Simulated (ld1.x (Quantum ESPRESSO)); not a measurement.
# aluminium: excitation energies, all-electron against TM semilocal

ld1.x (Quantum ESPRESSO) 7.5 input, shortened:

```
&input
   title='Al', zed=13., rel=1, dft='WC', iswitch=3,
   config='[Ne] 3s1.75 3p1.25 3d-2'
 /
 &inputp
   pseudotype=1, tm=.true., lloc=0,
   nlcc=.false.
 /
3
3P  2  1   1.25   0.00  1.90  1.90  0.0
3D  3  2  -2.00  -0.20  1.65  1.65  0.0
3S  1  0   1.75   0.00  1.80  1.80  0.0
 &test
   configts(1)='3s1.75 3p1.25'
 /
```

Energies are relative to the spin-unpolarised reference configuration 3s1.75 3p1.25; without spin polarisation the order of configurations can differ from experiment. The frozen-core shift is the all-electron ΔE with the core orbitals held at their reference shape minus the fully relaxed ΔE.

(1) Give the all-electron excitation energy and the error of the potential for: 3s2 3p1; 3s2 3p0; 3s1 3p0; 3s1 3p2; 3s0 3p3; 3s2 3p1.3; 3s2 3p0.5.

Levels in the configuration 3s2 3p0.5:

```json
{"level": "3s", "all-electron (eV)": "-11.074", "pseudo (eV)": "-11.075"}
{"level": "3p", "all-electron (eV)": "-5.678", "pseudo (eV)": "-5.679"}
```

Answers

(1)

```tsv
valence configuration	charge	ΔE all-electron (eV)	error AE − PS (meV)	frozen-core shift (meV)
3s2 3p1	0	-1.266	+0.2	+0.1
3s2 3p0	+1	4.472	-1.0	+0.6
3s1 3p0	+2	23.665	+4.1	+22
3s1 3p2	0	3.863	+1.9	+1.1
3s0 3p3	0	9.149	+10	+6.1
3s2 3p1.3	-0.3	-1.830	+0.3	+0.1
3s2 3p0.5	+0.5	0.806	-0.1	+0.1
```
